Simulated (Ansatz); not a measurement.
BaCl, doublet, at a GFN2-xTB geometry (such geometries of metal compounds can be far from the true shape) (the spin is typed, not shown lowest) (core potentials on Ba); HF/def2-SV(P) in Ansatz (a program for electronic structure).

Ansatz was given this input:
Ansatz 0.2 input:
```yaml
crystal:
  periodic: [false, false, false]
  atoms:
    - {symbol: Ba, position_ang: [-0.00000000, -0.00000000, -0.58554041]}
    - {symbol: Cl, position_ang: [0.00000000, 0.00000000, 1.92883900]}
basis:
  gaussian:
    orbitals: def2-SV_P_.json
    fitting: {mean_field: def2-universal-JKFIT}
hamiltonian:
  xc: hf
magnetization: {spin_polarized: true, initial_magnetization: 1}
```
The basis file holds def2-SV(P) in the JSON format of the Basis Set Exchange.

Q: Predict the main parts of the log of this Ansatz run.

A: 
```
Functional definition: HF
258 factors; integrals over basis functions are off by at most 2.8e-1 eV
mean field evaluation 1: about -13183.3653 eV, gradient 1.1e1 eV
mean field evaluation 2: about -13184.3383 eV, gradient 5.1e0 eV
mean field evaluation 4: about -13184.5021 eV, gradient 3.0e-1 eV
mean field evaluation 8: about -13182.6899 eV, gradient 7.3e0 eV
mean field evaluation 16: about -13183.2278 eV, gradient 7.2e-1 eV
mean field evaluation 32: about -13184.2123 eV, gradient 1.3e0 eV
mean field -13184.50542247 eV, -484.5216374970 hartree, gradient 2.6e-5 eV, S^2 0.750603; 0 other end points of the search recorded, 0 dependent functions left out
reference -13184.50542247 eV, -484.5216374970 hartree; 14, 13 occupied and 34, 35 virtual orbitals, 258 factors
Total energy: -13184.50542247 eV, -484.5216374970 hartree
```
